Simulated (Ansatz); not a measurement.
`Cl[SiH2]S[SiH](Cl)Cl` + `BN[SiH2][SiH3]` → `BN([SiH2][SiH3])[SiH2]Cl` + `S[SiH](Cl)Cl`  (ligand exchange at the Si–S bond)

Gas-phase electronic energies from Ansatz, PBE0-D4/def2-TZVP geometries. CCSD(T)/CBS is the MP2 limit (def2-TZVPP, def2-QZVPP) plus CCSD(T) − MP2 in def2-TZVPP, frozen cores. DFT in def2-TZVPP. One conformer a species, not always the lowest.

| level | ΔE (kcal/mol) |
| --- | --- |
| ωB97X-V | 2.1 |
| SCS-MP2/def2-TZVPP | 1.0 |
| CCSD(T)/def2-TZVPP | 0.9 |
| HF/CBS(def2) | 0.2 |

(1) What does CCSD(T)/CBS give? (An estimate is asked.)

Largest T1 diagnostic among the species: 0.013.

Results:

(1) Ansatz gave: +1.9 kcal/mol. The listed levels differ from it by 0.2, -0.9, -1.0, -1.7 kcal/mol.

From PBE to PBE0 (25 % exact exchange), in def2-TZVPP and without D4, ΔE moves by −0.9 kcal/mol.
